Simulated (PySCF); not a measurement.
In(H)(Me)2(py), C7H12InN, singlet at its GFN2-xTB optimised geometry (Å):

```
21

In    -0.2976    -0.6382     0.0000
H     -1.1020    -2.0758     0.5385
C      1.9184    -0.6382     0.0000
H      2.3153    -1.5512    -0.4447
H      2.3216    -0.5540     1.0086
H      2.2833     0.2126    -0.5783
C     -1.4419     1.2600     0.0000
H     -0.8147     2.0758    -0.3647
H     -1.7798     1.5233     1.0021
H     -2.3216     1.1875    -0.6409
C     -0.6644    -1.8733    -4.9171
C     -1.0025    -2.7965    -3.9398
C     -0.9283    -2.4105    -2.6121
N     -0.5481    -1.1976    -2.2461
C     -0.2222    -0.3126    -3.1747
C     -0.2653    -0.6036    -4.5268
H     -0.7101    -2.1373    -5.9632
H     -1.3163    -3.7947    -4.2016
H     -1.1772    -3.0795    -1.7969
H      0.0821     0.6594    -2.8041
H      0.0066     0.1431    -5.2564
```

Method: B3LYP/def2-SVP, def2 effective core potentials past Kr in PySCF. The core electrons that the potentials of In replace are not part of the density. Cells within 0.4 Å of a nucleus heavier than hydrogen are left out (blank, or x).

Map of the deformation density (molecule minus spherical neutral atoms) (e/bohr³) on the plane z = 0.0 Å:

```
|22222222222222222222222222222|
|22222222222222222222222222222|
|22222222222222222222222222222|
|22222222222222222222222222222|
|22222222222222222222222222222|
|22222222211112222222222222222|
|22222221112211122222222222222|
|22222211124531122222222222222|
|22222111127952122222222222222|
|222221233xx852122222222222222|
|222211246xx532222222222222222|
|222211234xx642222221111222222|
|22222112237643222211121122222|
|22222111235532222222342112222|
|22222211223200122332563212222|
|2222222222213x002556x62112222|
|222222222221xxx0257xxx1111222|
|2222222222212x002556x73112222|
|22222222223200122333685212222|
|22222222234432222222453212222|
|22222222234543222211221122222|
|22222222223433222221111122222|
|22222222222322222222222222222|
|22222222222222222222222222222|
|22222222222222222222222222222|
|22222222222222222222222222222|
|22222222222222222222222222222|
|22222222222222222222222222222|
|22222222222222222222222222222|
```
Scale: ten equal steps from -0.018 (start of '0') to 0.057 (end of '9'), in the order '0123456789'; x runs from -4.50 to 4.50, y from -4.50 (bottom) to 4.50 (top).
